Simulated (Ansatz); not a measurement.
System: GaOFH2, charge 0, singlet. GaOFH2 (SMILES [OH][GaH][F]).
B3LYP-D3(BJ)/def2-TZVP minimum from Ansatz (a first-principles code):
```
Ga
F 1 1.7673
O 1 1.7803 2 113.20
H 3 0.9636 1 113.42 2 0.00
H 1 1.5379 2 121.26 4 180.00
```
Charge 0, spin multiplicity 1.

Hartree-Fock and MP2 correlation energies in hartree (Ansatz). Radicals and triplets start from unrestricted determinants; spin-orbit coupling is neglected. Cores are frozen in correlated methods (noble-gas shells, and filled d and f shells in the p block). No relativity.

```tsv
basis	X	E(HF)	E(corr, MP2)
cc-pVTZ	3	-2098.89416	-0.58332
cc-pVQZ	4	-2098.91476	-0.63282
cc-pV5Z	5	-2098.91895	withheld
```

### Question
Fit E(corr) = E∞ + A/X³ to X = 3 and 4, predict X = 5, and compare with the run.

### Answer
A = (-0.58332 - (-0.63282))/(1/27 - 1/64) = 2.3118; E∞ = -0.63282 - A/64 = -0.66894; at X = 5, E∞ + A/125 = -0.65045. The run gave -0.65349, 3.04 mEh below the prediction. The same form on X = 4 and 5 gives E∞ = -0.67518, 6.23 mEh below the first estimate.
